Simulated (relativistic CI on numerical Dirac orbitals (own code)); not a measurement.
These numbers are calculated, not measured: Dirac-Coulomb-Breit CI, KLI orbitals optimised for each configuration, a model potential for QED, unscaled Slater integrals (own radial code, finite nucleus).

The strongest absorption lines from the ground level of an ion, among the configurations computed and to levels below about 6020 eV (vacuum wavelength in nm, gf): 0.21751 (0.29), 0.22839 (0.53), 0.26860 (0.32), 0.27313 (0.12), 0.27919 (1.5), 0.29610 (2), 0.29852 (0.23), 0.32000 (0.14).

(1) Which ion is it?
A. Te⁴²⁺
B. Te⁴⁴⁺
C. Te⁴⁰⁺
D. Ru³⁴⁺

## Answers

(1) A. Te⁴²⁺ has 10 electrons and the ground level 2s2 2p6 1S_0; the strongest line goes to 2s2 2p5 3d 1P°_1. The pattern of lines fixes the number of electrons, and along that sequence the line energies rise steadily with the charge (about as its square where n changes within one kind of shell, about linearly where n is kept but much faster in heavy ions where fine structure, which grows about as Z⁴, sets the gap, and irregularly where shells cross), which fixes Z. Configurations outside the model, such as inner-shell arrays, can give stronger lines. At this charge energies of transitions that change n are usually good to better than 1 %, and those within a shell (Δn = 0) to a few per cent.

LS names give the leading component of a level, which can be under half, so a name can repeat, a term be missing and a line seem to break the LS rules.
